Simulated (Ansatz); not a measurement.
Calculated with Ansatz (gas phase, PBE0-D4/def2-TZVP geometries, no zero-point term in ΔE). CCSD(T)/CBS is the MP2 limit (def2-TZVPP, def2-QZVPP) plus CCSD(T) − MP2 in def2-TZVPP, frozen cores. This one scheme is used for every species. DFT in def2-TZVPP. B3LYP here is the variant with VWN-RPA as its local correlation; programs differ in this. For Se outer-core shells are correlated without core-valence functions, which leaves a few kJ/mol of doubt a bond. Scalar relativity is left out up to krypton. Each species was taken in one conformer, which may not be the lowest.

`NB(F)[SeH]` + `[SeH][SiH2][SeH]` → `[SeH][SiH]([SeH])[SeH]` + `NBF`  (formal exchange of groups at the Se–B bond)

```tsv
level	ΔE (kJ/mol)	difference from CCSD(T)/CBS
PBE-D4	-20.5	0.3
PBE0-D4	-19.9	0.9
B3LYP-D4	-21.6	-0.8
ωB97X-V	-16.2	4.6
ωB97M-V	-18.7	2.1
B2PLYP	-17.3	3.5
PBE	-16.4	4.4
PBE0	-16.1	4.7
MP2/def2-TZVPP	-21.4	-0.6
SCS-MP2/def2-TZVPP	-18.8	2.0
CCSD/def2-TZVPP	-14.7	6.1
CCSD(T)/def2-TZVPP	-15.9	4.9
SCS-MP2/def2-QZVPP	-21.4	-0.6
HF/CBS(def2)	-12.7	8.1
MP2/CBS(def2)	-26.3	-5.5
CCSD/CBS(def2)	-19.5	1.3
CCSD(T)/CBS	-20.8	0
```

Largest T1 diagnostic among the species: 0.012.

The D4 term adds −6.9 kJ/mol with B3LYP and −3.8 kJ/mol with PBE0; it sums over pairs of atoms, weighted by their polarisabilities, and B3LYP, whose exchange is more repulsive, gets the larger term. In def2-TZVPP, CCSD(T) changes the Hartree–Fock value by −3.5 kJ/mol (the triples alone add −1.2 kJ/mol) and MP2 by −9.0 kJ/mol.
